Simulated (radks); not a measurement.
Results of a calculation; reference values are marked as such.
Initial-state core-level shifts of the holmium ion Ho2+ when its valence configuration changes from [Xe] 4f11. Code: a radial shooting solver on a logarithmic mesh with Libxc functionals. Model: Dirac Kohn-Sham, PBE, spin-unpolarised, spherical densities, finite nucleus; open shells are shared between the two j in proportion to 2j + 1; Fermi nuclear charge, rms radius 5.2022 fm. Shifts are changes of the shell-averaged eigenvalues in eV (positive: less bound); the change of the density at the nucleus, which sets a Mossbauer isomer shift, is in e/bohr^3, on a base of 8.053e+05.

| valence | 2s | 2p | 3p | 5p | density at nucleus |
|---|---|---|---|---|---|
| 4f10 6s1 | -9.807 | -9.725 | -10.550 | -5.663 | +94.24 |
| 4f9.5 6s1.5 | -15.389 | -15.258 | -16.581 | -8.651 | +151.40 |
| 4f8.5 6s1.5 6p1 | -28.929 | -28.679 | -31.149 | -15.971 | +220.80 |
| 4f7.5 6s1.5 6p2 | -43.716 | -43.325 | -47.132 | -23.341 | +299.99 |
| 4f10.5 6s0.5 | -4.656 | -4.619 | -5.001 | -2.764 | +43.76 |
| 4f8.5 5d0.5 6s1 6p1 | -27.250 | -27.002 | -29.517 | -14.591 | +179.23 |
| 4f10 6p1 | -11.100 | -11.018 | -11.833 | -6.912 | +39.64 |
| 4f9.5 5d0.5 6p1 | -15.185 | -15.053 | -16.408 | -8.573 | +59.47 |
| 4f6.5 5d1 6s1.5 6p2 | -54.507 | -53.962 | -59.394 | -26.761 | +362.45 |
